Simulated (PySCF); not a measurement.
Spin states of KPb

Unrestricted PBE0; K def2-SVP, Pb def2-SVP with ECP60; scalar-relativistic core potentials (PySCF 2.14). Outer shells of the fragments: K 4s1; Pb 5d10 6s2 6p2.

Followed along the bond (rough minima from three points):

```csv
2Ms+1,unpaired,⟨S²⟩ at the start,R at minimum (Å),Te (eV)
4,"σ ↑, π ↑↑",3.75,3.34,0.00
2,π ↑,0.78,3.59,0.48
2,"σ ↓, π ↑↑",1.75,3.43,0.49
2,"σ ↑, π ↑↓",1.75,3.37,0.51
4,"σ ↑↑, π ↑",3.75,none in the scan,≤ 1.29
```

Solutions found at the starting distance of 3.340 Å, counted from the lowest of them; the search is not exhaustive and high or unbound solutions are not listed, so other states can lie among these:

```
2Ms+1   unpaired   term  E (eV)  ⟨S²⟩  ⟨Lz²⟩  μ (D)
    4  σ ↑, π ↑↑    ⁴Σ⁻    0.00  3.75   0.00  -9.26
    2  σ ↓, π ↑↑  mixed    0.49  1.75   0.00  -8.18
    2  σ ↑, π ↑↓  mixed    0.51  1.75   2.01  -8.78
    2        π ↑     ²Π    0.53  0.78   1.00  -6.11
    4  σ ↑↑, π ↑     ⁴Π    1.53  3.75   1.00   3.44
    2        π ↑     ²Π    1.71  0.76   1.01  -9.90
```

A term symbol is given only where ⟨S²⟩ and ⟨Lz²⟩ are close to those of a pure state; real π, δ and φ orbitals otherwise mix terms. A positive dipole means K(−)Pb(+).

Question: Compare the gap between the two lowest followed solutions at the starting distance with the gap between their minima.

Answer: At PBE0 the second solution (doublet, unpaired electrons π ↑) lies +0.53 eV from the first (quartet, unpaired electrons σ ↑, π ↑↑) at 3.340 Å and +0.48 eV at the minima; the two curves relax by different amounts, since their minima lie near 3.59 and 3.34 Å.

These are scalar-relativistic numbers at best; spin–orbit coupling would shift them, the dissociation energy most. Counting both spins, an empty level lies below a filled one in some of these solutions, because spin and occupation are held.
